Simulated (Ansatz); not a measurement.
This geometry of C2H9FSiSn (14 atoms, charge 0, multiplicity 1) is a first-order saddle point.

Theory: Ansatz, RKS PBE0-D4/def2-SVP.

```xyz
14
Properties=species:S:1:pos:R:3
C -1.438 -0.131 -0.859
C 0.061 0.034 -0.529
Sn 0.844 -1.543 0.758
Si 0.449 1.684 0.237
F 1.945 1.604 0.895
H -2.038 0.755 -0.587
H -1.592 -0.294 -1.935
H -1.909 -0.982 -0.342
H 0.673 -0.055 -1.443
H -0.006 -2.976 0.339
H 2.524 -1.755 0.516
H 0.523 -1.165 2.400
H -0.516 1.992 1.331
H 0.467 2.803 -0.751
```

Which two structures does it join? (They come from a converged band through this point; their orientation in space is the band's.)

No bond is made or broken. The dihedral H8–C1–C2–Sn3 goes from -56 to 64°. The two ends are copies of one structure, up to a mirror image or an exchange of like atoms.

Image 0:

```xyz
14
Properties=species:S:1:pos:R:3
C -1.428 -0.155 -0.849
C 0.062 0.024 -0.539
Sn 0.811 -1.522 0.808
Si 0.467 1.696 0.174
F 1.942 1.602 0.876
H -2.051 -0.045 0.054
H -1.789 0.588 -1.581
H -1.645 -1.149 -1.271
H 0.663 -0.104 -1.457
H -0.017 -2.971 0.399
H 2.496 -1.734 0.612
H 0.447 -1.105 2.430
H -0.517 2.071 1.231
H 0.546 2.774 -0.856
```

Image 10:

```xyz
14
Properties=species:S:1:pos:R:3
C -1.430 -0.132 -0.848
C 0.059 0.058 -0.537
Sn 0.846 -1.552 0.710
Si 0.435 1.692 0.272
F 1.915 1.587 0.963
H -1.811 0.649 -1.528
H -1.630 -1.101 -1.332
H -2.048 -0.092 0.064
H 0.654 -0.004 -1.465
H 0.041 -2.988 0.219
H 2.533 -1.720 0.494
H 0.486 -1.241 2.357
H -0.551 1.985 1.353
H 0.488 2.830 -0.693
```

How far does it lie above each of them?

2.6 kcal/mol above the first and 2.6 kcal/mol above the second. This is the barrier of this one path; another mechanism may lie lower.

Time of the run: 13 min on 2 threads of Intel(R) Xeon(R) Platinum 8259CL CPU @ 2.50GHz (Skylake/Cascade Lake), on a shared host, peak memory 0.39 GiB.
